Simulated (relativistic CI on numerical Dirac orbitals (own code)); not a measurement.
# Magnetism of Tc5+, 4d2, in a crystal field

Calculated by Dirac-Coulomb-Breit CI, separate exchange-only KLI orbitals for each configuration, a model potential for QED, valence Slater integrals scaled by 0.7, one configuration in a parametric crystal field (own radial code).

Field parameters in Wybourne normalisation: D3d B²₀ = −7Dσ, B⁴₀ = −14Dq − 21Dτ, B⁴₃ = −14√(10/7) Dq; D4h B²₀ = −7Ds, B⁴₀ = 21(Dq − Dt), B⁴₄ = 21√(5/14) Dq; Td as Oh with Dq negative (B⁴₀ = 21Dq, B⁴₄ = √(5/14) B⁴₀). The field is a parameter set, without covalency.

S is read from ⟨S²⟩ = S(S + 1).

Powder χT (cm³ K mol⁻¹) by Van Vleck's formula, with temperature-independent terms:

| Field | 2 K | 5 K | 10 K | 20 K | 50 K | 100 K | 200 K | 300 K |
| --- | --- | --- | --- | --- | --- | --- | --- | --- |
| D3d, 10Dq = 17850, Dσ = -1100, Dτ = -250 cm⁻¹ | 0.0192 | 0.048 | 0.096 | 0.192 | 0.413 | 0.531 | 0.588 | 0.616 |
| D3d, 10Dq = 18250, Dσ = -250, Dτ = 220 cm⁻¹ | 0.0333 | 0.0355 | 0.0392 | 0.0466 | 0.0687 | 0.106 | 0.178 | 0.243 |
| D3d, 10Dq = 22500, Dσ = 570, Dτ = -240 cm⁻¹ | 0.00831 | 0.0208 | 0.0416 | 0.0818 | 0.146 | 0.183 | 0.232 | 0.278 |
| D3d, 10Dq = 33500, Dσ = -210, Dτ = -70 cm⁻¹ | 0.011 | 0.0276 | 0.0552 | 0.111 | 0.226 | 0.29 | 0.342 | 0.382 |
| D4h, 10Dq = 22750, Ds = 840, Dt = 770 cm⁻¹ | 0.00181 | 0.00452 | 0.00903 | 0.0181 | 0.0453 | 0.0918 | 0.182 | 0.257 |
| Td, 10Dq = -8350 cm⁻¹ | 0.487 | 0.488 | 0.489 | 0.491 | 0.498 | 0.51 | 0.534 | 0.557 |
| Td, 10Dq = -17400 cm⁻¹ | 0.736 | 0.736 | 0.737 | 0.738 | 0.741 | 0.747 | 0.759 | 0.771 |
| Td, 10Dq = -17950 cm⁻¹ | 0.743 | 0.744 | 0.744 | 0.745 | 0.749 | 0.755 | 0.766 | 0.778 |

For Td, 10Dq = -17400 cm⁻¹: what effective moment follows at 300 K?

μ_eff = √(8χT) = 2.48 μB. The ground level has S = 1.00; the spin-only moment for S = 1 is 2.83 μB. The difference comes from the orbital moment, spin-orbit mixing of terms and temperature-independent paramagnetism, all larger in this ionic model than in covalent complexes.
